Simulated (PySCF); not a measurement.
# One molecule, several mistakes: AlBCClH4

All numbers below are calculated, not measured. The program is PySCF 2.14.0, an open-source quantum chemistry code, run on an isolated molecule that a program drew, which may never have been made. The molecule is AlBCClH4 (charge 0, doublet), drawn as the SMILES string `C[BH][Al][Cl]`.

Each row is a Hartree-Fock (HF) and frozen-core CCSD(T) single point in the cc-pV(D+d)Z basis, meant for a local HF minimum. Run 1 is clean. Each other run has one planted mistake out of seven kinds, and not every kind appears here: one electron removed, one electron added, multiplicity raised by two, geometry at a saddle point, minimal basis STO-3G, one bond length entered in bohr, all coordinates scaled. The reference is restricted for singlets and unrestricted otherwise, and also for a bond in bohr. Adding or removing an electron swaps singlet and doublet. Electrons count all cores. HOMO and LUMO are orbital energies over both spins, the gradient is its largest component, and the lowest frequency (negative if imaginary) is given only where the gradient is small. Bond lengths are over the 7 bonds as drawn. T1 is the CCSD diagnostic: over 0.02 (restricted) or 0.045 (unrestricted) a single reference is doubtful.

Geometry of the clean run:
```xyz
8
AlBCClH4, angstrom
C    -0.9579    0.0697    0.2455
B     0.0896    0.1037   -0.9351
Al    1.1123   -1.6188   -1.7676
Cl    0.3165   -2.5502   -3.5299
H    -1.7865    0.7569    0.0423
H    -1.3664   -0.9094    0.5009
H    -0.4552    0.4676    1.1390
H     0.4527    1.1868   -1.3240
```

```
run,electrons,basis functions,<S^2>,HOMO (eV),LUMO (eV),gradient (hartree/bohr),lowest frequency (cm^-1),mean bond (Å),longest bond (Å),T1,HF (hartree),CCSD(T) (hartree),mistake
1,45,94,0.789,-7.96,0.95,3.3e-05,53,1.4839,2.169,0.0178,-766.33597,-766.80221,no fault
2,45,32,0.774,-5.24,6.03,2.9e-02,-,1.4839,2.169,0.0138,-757.72827,-757.87099,minimal basis STO-3G
3,45,94,0.793,-7.77,1.14,2.9e-02,-,1.4290,2.089,0.0183,-766.32650,-766.79045,all coordinates scaled
4,45,94,3.762,-6.89,-1.70,2.8e-02,-,1.4839,2.169,0.0188,-766.21751,-766.67183,multiplicity raised by two
5,46,94,0.000,-0.61,6.44,3.3e-02,-,1.4839,2.169,0.0226,-766.32716,-766.82768,one electron added
6,45,94,1.482,-8.09,0.87,2.2e-02,-,1.6226,2.169,0.0564,-766.21030,-766.67379,?
```

**Which mistake was planted in run 6, and what did it cost?**

The mean bond changes by a factor of 1.093 and the longest by 1.000, so the molecule wasn't scaled as a whole. A length L in bohr read as angstrom grows by (1/0.5292 - 1) L = 0.890 L. The 7 bonds together grew by 7 x 0.1387 = 0.971 Å, which gives L = 1.091 Å. That is the length of one of the C-H bonds, 1.091 Å in the clean geometry. So the mistake is: one bond length entered in bohr. Subtracting run 1 and multiplying by 627.51 kcal/mol a hartree, the energy moved by 78.9 kcal/mol in HF and 80.6 kcal/mol in CCSD(T).

Cautions from the logs. Run 5: T1 is over the limit, so its CCSD(T) energy is less reliable; run 6: T1 is over the limit, so its CCSD(T) energy is less reliable.
